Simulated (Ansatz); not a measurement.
Cartesian coordinates in Å:
```
C 0.107 -2.724 0.254
C 0.094 -2.051 -0.896
N -0.019 -0.676 -1.077
Si -0.395 -0.010 -2.643
C 0.032 0.194 0.040
C -1.014 1.075 0.289
C -0.936 1.976 1.341
C 0.177 1.990 2.165
C 1.219 1.103 1.924
C 1.153 0.214 0.867
H 0.210 -3.799 0.233
H 0.020 -2.238 1.217
H 0.174 -2.595 -1.834
H -1.852 0.210 -2.858
H 0.081 -0.995 -3.647
H 0.302 1.291 -2.775
H -1.897 1.045 -0.341
H -1.756 2.661 1.521
H 0.236 2.689 2.991
H 2.097 1.113 2.560
H 1.968 -0.471 0.667
```

Total charge 0; spin multiplicity 1.

(1) List the CAM-B3LYP/def2-TZVPP orbital energies in eV (Ansatz). (Estimate.)

## Answers

(1) Computed: Occupied: -1801.31, -391.89, -280.05, -279.79, -279.03, -279.02, -278.99, -278.93, -278.93, -278.11, -145.85, -101.20, -101.17, -101.15, -27.93, -25.59, -23.02, -22.75, -21.85, -19.09, -18.95, -17.67, -17.24, -15.92, -15.12, -14.68, -14.43, -13.98, -13.53, -12.73, -12.32, -12.07, -11.87, -11.39, -11.32, -11.30, -10.63, -8.74, -8.64, -7.20. Lowest empty: 0.64, 0.68, 1.49, 1.87, 2.19, 2.58, 2.66, 2.90.
